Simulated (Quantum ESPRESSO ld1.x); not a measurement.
The numbers below are computed, except where a source is named.
Question: These are the eigenvalues of the occupied orbitals of an atom or ion with whole-number occupations (eV). Level of theory: scalar-relativistic Kohn-Sham, relativistic LDA (MacDonald-Vosko exchange, VWN5 correlation), spin-unpolarised, spherical densities, point nucleus (ld1.x of Quantum ESPRESSO 7.5).

orbital  eigenvalue
1s         -17758.9
2s         -2487.87
2p         -2225.61
3s         -430.479
3p         -344.673
3d         -202.849
4s         -81.5201
4p         -59.2717
4d         -28.3999

Which element is it, and in what charge state? The configuration may be excited.

Answer: Z = 40, zirconium, charge +3: Zr3+ in [Kr] 4d1. The list shows which subshells hold electrons but not how many an open one holds; the 1s level, -652.63 hartree, gives Z - s = 36.1 by -(Z - s)^2/2, which with screening and relativity narrows Z to a few neighbours, and the depths of the outer levels then fix element, charge and occupations together.
